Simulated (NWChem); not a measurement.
## Total energies of Hg

SMILES: [Hg]
```xyz
1

Hg     0.0000     0.0000     0.0000
```
Charge 0, spin multiplicity 1.

Program: NWChem.

Basis set: def2-SVP (32 functions).

```json
[
 {"method": "RHF", "total energy (Ha)": "-152.55040"},
 {"method": "MP2", "total energy (Ha)": "-152.85056"},
 {"method": "B2PLYP", "total energy (Ha)": "-153.27895"},
 {"method": "PBE", "total energy (Ha)": "-153.55159"},
 {"method": "B3LYP", "total energy (Ha)": "-153.57494"},
 {"method": "PBE0", "total energy (Ha)": "-153.51015"},
 {"method": "CCSD(T)", "total energy (Ha)": "-152.83693"}
]
```

Total energies of different functionals aren't comparable as a measure of quality: only differences taken within one method are. 

Effective core potentials replace the inner electrons of Hg; spin-orbit coupling is left out. The correlated methods keep 4 core orbitals frozen. B3LYP has NWChem's definition, with VWN1-RPA local correlation. No row is a measurement; the coupled-cluster row has its own basis-set and correlation limits.
